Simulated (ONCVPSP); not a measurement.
**Before and after: ONCV potential for antimony**

antimony, optimised norm-conserving Vanderbilt (ONCV), made with ONCVPSP 4.0.1 (LDA (Perdew-Wang 92), scalar-relativistic). Core [Ar] 3d10, reference 4s2 4p6 4d10 5s2 (charge +3). Waves: 4s+5s: rc 1.00 bohr, ncon 4, nbas 9, qcut 9.2 1/bohr, 2 projectors; 4p: rc 1.05 bohr, ncon 3, nbas 6, qcut 13.5 1/bohr, 1 projector; 4d: rc 1.25 bohr, ncon 3, nbas 8, qcut 11.8 1/bohr, 3 projectors, debl 2.2 Ha. Local part: polynomial inside 0.80 bohr (lpopt 3, dvloc0 0 Ha). Core correction: polynomial model core, fcfact 0.2.

In the d channel the program set the typed energies aside and used -2.313, 0.250, 2.450 Ha.

Change: s: rc 0.9.

Cutoffs: the cutoffs (Ha) at which the residual kinetic energy of the hardest occupied pseudo-wave falls to 1 and 0.1 mHa per electron; they do not see the model core or the augmentation charge, which bear on the density cutoff. Errors are all-electron minus pseudo energies relative to the spin-unpolarised reference configuration.

Question: Predict the effect on cutoff, ghosts and configuration errors.

Answer: The potential gets harder (64 Ha and 221 Ha → 113 Ha and 283 Ha); the errors of the 4 common tests hardly move; neither file shows a bound ghost. A smaller radius makes the pseudo-wave follow the all-electron one further in, where it bends more sharply, so more plane waves are needed.

```tsv
quantity	base	changed
cutoff, loose	64 Ha	113 Ha
cutoff, tight	221 Ha	283 Ha
loose cutoff by channel	s 49 Ha, p 64 Ha, d 47 Ha	s 113 Ha, p 64 Ha, d 47 Ha
bound ghosts	none	none
GHOST(+) flags under 300 eV	s at 297.6 eV	none
error for 4s2 4p6 4d10 5s2 5p3, meV [ΔE -49.54 eV]	+457	+457
error for 4s2 4p6 4d10 5s2 5p2, meV [ΔE -41.03 eV]	+384	+384
error for 4s2 4p6 4d10 5s2 5p1, meV [ΔE -24.78 eV]	+237	+237
error for 4s2 4p5 4d10 5s2 5p3, meV [ΔE 60.24 eV]	+748	+748
p: phases at 1.07 bohr within 0.05 rad from the reference energy up to (Ha; the scan ends near 5)	1.6	1.6
d: phases at 1.27 bohr within 0.05 rad from the reference energy up to (Ha; the scan ends near 5)	to the end of the scan	to the end of the scan
rms error of d²Exc/dni dnj with the model core, mHa	0.55	0.65
```
